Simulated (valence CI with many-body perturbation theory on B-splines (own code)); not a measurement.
**Level structure of Tm³⁶⁺**

Method: relativistic CI+MBPT: five valence electrons over a frozen Dirac-Fock core [Ar] 3d10, radial functions for each j: 11 s, 11 p, 10 d, 8 f, 5 g, 2 h, with the one-electron correlation potential Σ1 (screened to all orders), the two-electron term Σ2, the three-electron term Σ3, Breit, model QED; selected single and double excitations, second order for the rest, scaled by the run's own slope (own B-spline code, finite nucleus).

The last digits are not significant, and no measured levels were compared; by estimate large intervals hold to a few tenths of a per cent, small ones and those within an open d or f shell to about a per cent. Among the levels kept, up to 2100 cm⁻¹ of a level comes from second order outside the variational space, and about a tenth of that is noise between levels of different J, which matters for small intervals.

Levels 1 to 45 of 174, with energies above the lowest level, (4s^2 4p1/2^2 4p3/2) J=3/2. "Leading %" is the weight of the configuration and term that name the level; weights of strongly mixed levels are sums over their largest components and can fall short, so below about 35 % the name and the second component can differ from the true leading terms, or belong to a minority configuration. In the jj column 3d3/2^4 stands for four electrons in 3d with j = 3/2. Lifetimes count E1, E2, E3, M1 and M2 decay at the calculated energies, and are blank where another channel may lead or the interval is too uncertain; long ones can be off by a factor of two.

```csv
No.,Configuration,Term,J,E (eV),Leading %,Lifetime,g,Leading jj
1,4s²4p³,²P°,3/2,0.00,45,,1.379,4s^2 4p1/2^2 4p3/2 (98 %)
2,4s²4p³,⁴S°,3/2,59.73,54,453 ns,1.450,4s^2 4p1/2 4p3/2^2 (98 %)
3,4s²4p³,²D°,5/2,64.64,99,2.24 μs,1.196,4s^2 4p1/2 4p3/2^2 (99 %)
4,4s²4p³,²P°,1/2,70.81,99,635 ns,0.660,4s^2 4p1/2 4p3/2^2 (99 %)
5,4s²4p³,²P°,3/2,131.39,53,223 ns,1.296,4s^2 4p3/2^3 (98 %)
6,4s²4p²4d,²D,3/2,135.60,35,313 ps,0.811,4s^2 4p1/2^2 4d3/2 (92 %)
7,4s4p⁴,⁴P,5/2,142.12,61,75.1 ps,1.467,4s 4p1/2^2 4p3/2^2 (81 %)
8,4s4p⁴,²S,1/2,158.45,55,6.43 ps,2.153,4s 4p1/2^2 4p3/2^2 (91 %)
9,4s²4p²4d,²D,5/2,158.61,22,4.50 ps,1.223,4s^2 4p1/2^2 4d5/2 (79 %)
10,4s4p⁴,²P,3/2,160.92,33,3.21 ps,1.153,4s 4p1/2^2 4p3/2^2 (82 %)
11,4s²4p²4d,⁴F,3/2,195.17,33,36.7 ps,0.933,4s^2 4p1/2 4p3/2 4d3/2 (91 %)
12,4s²4p²4d,²F,5/2,195.46,45,218 ps,0.972,4s^2 4p1/2 4p3/2 4d3/2 (96 %)
13,4s²4p²4d,⁴D,1/2,195.76,76,150 ps,0.250,4s^2 4p1/2 4p3/2 4d3/2 (96 %)
14,4s²4p²4d,²G,7/2,200.38,44,168 ns,1.060,4s^2 4p1/2 4p3/2 4d3/2 (93 %)
15,4s4p⁴,⁴P,3/2,202.87,50,58.2 ps,1.515,4s 4p1/2 4p3/2^3 (60 %)
16,4s4p⁴,²D,5/2,208.31,34,185 ps,1.206,4s^2 4p1/2 4p3/2 4d5/2 (50 %)
17,4s²4p²4d,⁴D,7/2,209.33,47,1.90 ns,1.311,4s^2 4p1/2 4p3/2 4d5/2 (99 %)
18,4s²4p²4d,⁴P,5/2,213.16,33,1.01 ps,1.253,4s^2 4p1/2 4p3/2 4d3/2 (74 %)
19,4s²4p²4d,⁴P,1/2,213.77,31,1.14 ps,1.517,4s^2 4p1/2 4p3/2 4d3/2 (76 %)
20,4s²4p²4d,²D,3/2,213.96,33,795 fs,1.189,4s^2 4p1/2 4p3/2 4d3/2 (83 %)
21,4s²4p²4d,²G,9/2,214.70,57,,1.201,4s^2 4p1/2 4p3/2 4d5/2 (98 %)
22,4s²4p²4d,⁴D,3/2,220.60,28,3.51 ps,1.197,4s^2 4p1/2 4p3/2 4d5/2 (50 %)
23,4s²4p²4d,²S,1/2,223.55,32,2.11 ps,1.671,4s^2 4p1/2 4p3/2 4d5/2 (39 %)
24,4s²4p²4d,²F,5/2,224.96,30,2.00 ps,1.176,4s^2 4p1/2 4p3/2 4d5/2 (51 %)
25,4s²4p²4d,²F,7/2,226.16,46,3.13 ps,1.099,4s^2 4p1/2 4p3/2 4d5/2 (87 %)
26,4s²4p²4d,²P,3/2,228.45,37,2.20 ps,1.215,4s^2 4p1/2 4p3/2 4d5/2 (71 %)
27,4s²4p²4d,²D,5/2,229.74,44,1.50 ps,1.236,4s^2 4p1/2 4p3/2 4d5/2 (72 %)
28,4s4p⁴,²P,3/2,234.10,26,1.73 ps,0.989,4s 4p1/2 4p3/2^3 (51 %)
29,4s²4p²4d,²P,1/2,237.50,51,1.34 ps,1.099,4s^2 4p1/2 4p3/2 4d5/2 (55 %)
30,4s²4p²4d,⁴P,1/2,272.42,43,1.19 ps,1.800,4s^2 4p3/2^2 4d3/2 (78 %)
31,4s²4p²4d,²D,3/2,272.90,36,954 fs,1.173,4s^2 4p3/2^2 4d3/2 (89 %)
32,4s²4p²4d,²D,5/2,273.64,30,1.08 ps,1.202,4s^2 4p3/2^2 4d3/2 (84 %)
33,4s²4p²4d,²P,1/2,274.31,57,12.1 ps,1.085,4s^2 4p3/2^2 4d5/2 (69 %)
34,4s²4p²4d,²F,7/2,274.91,43,2.84 ps,1.259,4s^2 4p3/2^2 4d5/2 (63 %)
35,4s²4p²4d,⁴F,9/2,277.15,57,385 ns,1.237,4s^2 4p3/2^2 4d5/2 (98 %)
36,4s²4p²4d,²F,7/2,277.49,66,1.65 ps,1.095,4s^2 4p3/2^2 4d3/2 (60 %)
37,4s4p³4d,⁴D°,5/2,278.64,27,37.8 ps,1.305,4s 4p1/2^2 4p3/2 4d3/2 (91 %)
38,4s4p³4d,⁶D°,3/2,279.32,34,24.8 ps,1.380,4s 4p1/2^2 4p3/2 4d3/2 (92 %)
39,4s4p³4d,⁴P°,1/2,279.33,41,44.9 ps,2.599,4s 4p1/2^2 4p3/2 4d3/2 (92 %)
40,4s4p³4d,⁶D°,7/2,281.27,27,75.6 ps,1.323,4s 4p1/2^2 4p3/2 4d3/2 (78 %)
41,4s²4p²4d,²D,3/2,283.04,63,1.15 ps,0.908,4s^2 4p3/2^2 4d3/2 (86 %)
42,4s²4p²4d,²D,5/2,289.19,78,551 ps,1.204,4s^2 4p3/2^2 4d5/2 (98 %)
43,4s4p³4d,⁴F°,3/2,289.32,29,7.03 ps,0.965,4s 4p1/2^2 4p3/2 4d3/2 (74 %)
44,4s4p³4d,⁴F°,9/2,291.77,43,65.5 ps,1.386,4s 4p1/2^2 4p3/2 4d5/2 (94 %)
45,4s4p³4d,⁴G°,5/2,292.64,25,11.2 ps,0.886,4s 4p1/2^2 4p3/2 4d3/2 (75 %)
```

The ionisation energy to 4s²4p² ³P0 of the next ion comes out as 1593 eV (NIST: 1591 ± 5 eV (theoretical)). All 174 levels together are meant to be complete up to 440.43 eV.
